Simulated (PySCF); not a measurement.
## Excitation energy of Al+ by level of theory

Al+ [Ne] 3s2 (1S) → Al+ [Ne] 3s1 3p1 (3P), as a difference of total energies. Calculation: PySCF 2.14, in x2c-QZVPPall with one added diffuse shell each of s, p, d, f type (10s7p5d3f1g, 86 functions); the spin-free X2C one-electron Hamiltonian (Gaussian nucleus). Correlated levels: valence and next inner shell: 1s2 frozen. The calculations carry no spin-orbit coupling.

| method | excitation energy (eV) |
| --- | --- |
| UHF | 3.550 |
| MP2 (valence and next inner shell) | 4.473 |
| SCS-MP2 (valence and next inner shell) | 4.638 |
| CCSD (valence and next inner shell) | 4.624 |
| CCSD(T) (valence and next inner shell) | 4.656 |

**Question.** How much does correlation contribute at CCSD(T) (valence and next inner shell)?

**Answer.** 4.656 − (3.550) = 1.106 eV, measured against UHF.

Errors of the correlated levels include the incompleteness of this basis and the frozen core.

For comparison: 4.651 eV (measured; NIST levels, between the centres of gravity of the two terms).
